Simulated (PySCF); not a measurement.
C₃H₄ClOSi (doublet state).
Atom-mapped SMILES: `[O:1]=[CH:2]/[C:3]([Cl:4])=[C:5]\[SiH3:6]` (hydrogens: H7 on C2; H8, H9, H10 on Si6)

Geometry (GFN2-xTB, Å), atoms numbered from 1 in this order:
```
atom  x, y, z in Å
O1     0.7770    1.2481    1.0829
C2     1.5094    0.6522    0.3450
C3     1.0634   -0.3889   -0.6152
Cl4    2.3671   -1.0714   -1.5620
C5    -0.1890   -0.7405   -0.7182
Si6   -1.7487   -0.2117    0.1407
H7     2.5976    0.8277    0.3134
H8    -1.5844   -0.5030    1.5636
H9    -1.9590    1.2090   -0.1316
H10   -2.8246   -1.0168   -0.4413
```

The hyperfine couplings belong to this conformer and change with its torsions.

Method used: PySCF 2.14.0, UKS B3LYP, pcH-1 on C Cl H O Si, non-relativistic, mean-field spin-orbit, GIAO. Geometry: GFN2-xTB, one conformer, isolated molecule. Couplings are sensitive to structure, and on GFN2-xTB geometries they can be far from those on DFT ones. Stability of the SCF solution: not tested.

**Question.** Give the principal g shifts and their parts.

**Answer.** 
| Δg (ppm) | 1 | 2 | 3 |
| --- | --- | --- | --- |
| relativistic mass correction | -154 | -154 | -154 |
| gauge correction | 20 | -8 | -1 |
| orbital Zeeman/spin–orbit | -3521 | -202 | 1674 |
| total | -3653 | -364 | 1521 |

So g = 1.99867, 2.00196, 2.00384 and g_iso = 2.00149; the tensor is rhombic: the two nearest values differ by 36 % of g3 − g1. Axes: g1 points within 12° of the C3–C5 bond.

**Question.** What effective moment and Curie constant follow for a powder?

**Answer.** With the mean of g² = 4.0060 and S(S+1) = 0.75: μ_eff = √(⟨g²⟩S(S+1)) = 1.733 μB and χT = 0.12505·⟨g²⟩·S(S+1) = 0.376 cm³ K/mol (cgs; spin-Hamiltonian part alone).

**Question.** Average each term over the three axes. Which is largest in size?

**Answer.** The orbital-Zeeman/spin–orbit term -683, the mass correction -154 and the gauge correction 3 ppm, for a total of -832 ppm. The orbital-Zeeman/spin–orbit term is the largest in size. The mass correction is the same along every axis, so the anisotropy comes from the other two: their spans along these axes are 28 (gauge) and 5196 ppm (orbital Zeeman/spin–orbit).

**Question.** At 9.775 GHz, how far is the centre of the isotropic spectrum from where a free electron (g = 2.002319) resonates?

**Answer.** B = hν/(g μB) with μB/h = 13.99624 MHz/mT gives 348.80 mT for the free electron and 348.94 mT at g_iso, 0.15 mT higher.

**Question.** In a frozen sample, at which fields do the three g values resonate at 9.5, 34, 94 and 263 GHz (hyperfine left aside), and which band first spreads them over more than twice a line width of 0.3 mT?

**Answer.** 
```
band    GHz  B(g3) mT  B(g2) mT  B(g1) mT  spread mT
   X    9.5    338.73    339.05    339.60       0.88
   Q   34.0   1212.28   1213.42   1215.42       3.14
   W   94.0   3351.61   3354.76   3360.28       8.68
   J  263.0   9377.37   9386.20   9401.65      24.28
```

The spread grows in proportion to the frequency. X band is the first where it exceeds 0.6 mT.

Largest spin populations (Mulliken): C5 (+0.99) and C3 (-0.13). C5 is the only atom above +0.15. The positive populations add up to 1.16 and the negative ones to -0.16, together 2S = 1.

The HOMO–LUMO gaps are 4.55 eV among the α and 4.11 eV among the β orbitals.

On one thread of an Arm Neoverse V2, no GPU, shared host, this took 38 s wall (grids of density and orbitals included) and 0.70 GiB of memory at its peak.
